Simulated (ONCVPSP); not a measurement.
**How hard is this phosphorus ONCV potential?**

```
Element                 : P
Generator               : ONCVPSP 4.0.1
Type                    : optimised norm-conserving Vanderbilt (ONCV)
Functional              : PBE
Relativity              : scalar-relativistic
Frozen core             : [He]
Valence charge          : 13
Reference configuration : 2s2 2p6 3s2 3p3
Partial waves           : 2s+3s: rc 0.95 bohr, ncon 4, nbas 7, qcut 16.6 1/bohr, 2 projectors; 2p+3p: rc 0.80 bohr, ncon 4, nbas 7, qcut 14.6 1/bohr, 2 projectors
Local potential         : polynomial inside 0.65 bohr (lpopt 5, dvloc0 6 Ha)
Core correction         : Teter function fitted to the true core (icmod 2), fcfact 0.5
```

Problem. For each optimised wave give the share of its norm inside rc, the residual kinetic energy above qcut (Ha) and the cutoffs (Ha) for errors of 10, 1, 0.1 and 0.01 mHa per electron.

Solution.

| wave | norm inside rc | residual KE | 10 mHa | 1 mHa | 0.1 mHa | 0.01 mHa |
| --- | --- | --- | --- | --- | --- | --- |
| 2s | 0.954 | 1.1e-08 | 27.8 | 53.9 | 82.8 | 101.3 |
| 3s | 0.062 | 5.1e-08 | 21.6 | 31.3 | 70.7 | 90.8 |
| 2p | 0.897 | 7.0e-04 | 88.2 | 104.1 | 218.9 | 314.7 |
| 3p | 0.028 | 2.1e-04 | 72.3 | 94.5 | 115.6 | 254.2 |

The occupied waves need 104 Ha and 219 Ha for 1 and 0.1 mHa. Its largest configuration-test error is +520 meV.
